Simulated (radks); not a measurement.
Values are calculated unless marked as measured or tabulated.
Code: a radial shooting solver on a logarithmic mesh with Libxc functionals. Model: Dirac Kohn-Sham, BLYP, spin-unpolarised, spherical densities, point nucleus; open shells fill j = l - 1/2 first. Each species is in its NIST ground configuration. Rank W2+, Re2+, Hg2+, Lu2+, Hf2+, Ta2+, Pt2+, Os2+, Ir2+, Au2+ by radius at which the density is 0.001 e/bohr^3 (bohr), largest first.

Answer. Lu2+ 4.05, Ta2+ 3.75, W2+ 3.74, Hf2+ 3.72, Re2+ 3.72, Os2+ 3.68, Ir2+ 3.63, Pt2+ 3.58, Au2+ 3.53, Hg2+ 3.48.
